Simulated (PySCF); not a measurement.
**Te3: from structure and modes to constants**

All numbers come from PBE0/[Te def2-TZVP with ECP28], scalar-relativistic core potentials, density fitting, no spin–orbit coupling, PySCF.

The singlet minimum has D3h symmetry. Masses (u): Te 129.90622.

```xyz
3
charge 0 multiplicity 1, angstrom
Te    0.7880   -1.3648    0.0000
Te   -1.5759    0.0000    0.0000
Te    0.7880    1.3648    0.0000
```

Harmonic wavenumbers (cm⁻¹): 178.4 (e', ×2), 239.0 (a1', ×1).

What is the harmonic zero-point energy?

Half the sum of all 3 wavenumbers, 596/2 = 298 cm⁻¹, which is 3.6 kJ/mol (1 cm⁻¹ = 0.0119627 kJ/mol).

Find the vibrational entropy and heat capacity at 298.15 K.

With u = 1.43878 ω/T, each mode gives S = R[u/(eᵘ−1) − ln(1−e⁻ᵘ)] and C = R u² eᵘ/(eᵘ−1)².
```json
{"ω (cm⁻¹)": "178.4 (×2)", "u": "0.861", "S (J/(mol K))": "9.81", "C (J/(mol K))": "7.82"}
{"ω (cm⁻¹)": "239.0", "u": "1.153", "S (J/(mol K))": "7.57", "C (J/(mol K))": "7.45"}
```
The sums over all modes are S = 27.2 and C = 23.1 J/(mol K); the softest mode gives 36 % of the entropy (each member, where degenerate).

Only a few start shapes were tried, so a lower isomer may exist.
